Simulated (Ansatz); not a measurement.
Consider the redistribution: `C=[C](Cl)[AlH][SiH3]` + `COBCl` → `[SiH3][AlH][Cl]` + `C=C(Cl)BOC`.

Gas-phase electronic energies from Ansatz, PBE0-D4/def2-TZVP geometries. CCSD(T)/CBS adds triple-zeta CCSD(T) − MP2 to the extrapolated MP2 energy (def2 sets, frozen cores). DFT in def2-TZVPP. One conformer a species, not always the lowest.

```csv
level,ΔE (kJ/mol)
PBE0-D4,-86.8
MP2/CBS(def2),-88.8
```

Problem. What does CCSD(T)/CBS give? (An estimate is asked.)

Solution. The calculation gave: -88.6 kJ/mol. The listed levels differ from it by 1.8, -0.2 kJ/mol.

Largest T1 diagnostic among the species: 0.013.

In def2-TZVPP, CCSD(T) changes the Hartree–Fock value by +11.8 kJ/mol (the triples alone add +2.3 kJ/mol) and MP2 by +11.6 kJ/mol. From PBE to PBE0 (25 % exact exchange), in def2-TZVPP and without D4, ΔE moves by −3.8 kJ/mol.
